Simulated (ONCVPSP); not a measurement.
**Zr (Z = 40): excitation energies, all-electron against ONCV**

Zr, optimised norm-conserving Vanderbilt (ONCV), made with ONCVPSP 4.0.1 (PBE, scalar-relativistic). Core [Ar] 3d10, reference 4s2 4p6 4d2 5s1 (charge +1). Waves: 4s+5s: rc 1.90 bohr, ncon 4, nbas 8, qcut 5 1/bohr, 2 projectors; 4p: rc 1.75 bohr, ncon 5, nbas 10, qcut 8.2 1/bohr, 2 projectors, debl 2.1 Ha; 4d: rc 2.15 bohr, ncon 4, nbas 8, qcut 8.5 1/bohr, 2 projectors, debl 1.3 Ha. Local part: polynomial inside 1.40 bohr (lpopt 5, dvloc0 -1 Ha). Core correction: none.

Energies are relative to the spin-unpolarised reference configuration 4s2 4p6 4d2 5s1; without spin polarisation the order of configurations can differ from experiment.

Problem. Give the all-electron excitation energy and the error of the potential for: 4s2 4p6 4d2 5s2; 4s2 4p6 4d2 5s0; 4s2 4p6 4d1 5s0; 4s2 4p6 4d0 5s0.

Solution.

```
valence configuration  charge  ΔE all-electron (eV)  error AE − PS (meV)
      4s2 4p6 4d2 5s2       0                -7.137                 +0.4
      4s2 4p6 4d2 5s0      +2                12.940                 -2.8
      4s2 4p6 4d1 5s0      +3                35.567                  0.0
      4s2 4p6 4d0 5s0      +4                69.784                 +8.0
```

Note: no bound ghost flagged; GHOST(+) flagged for s at 113.0 eV.
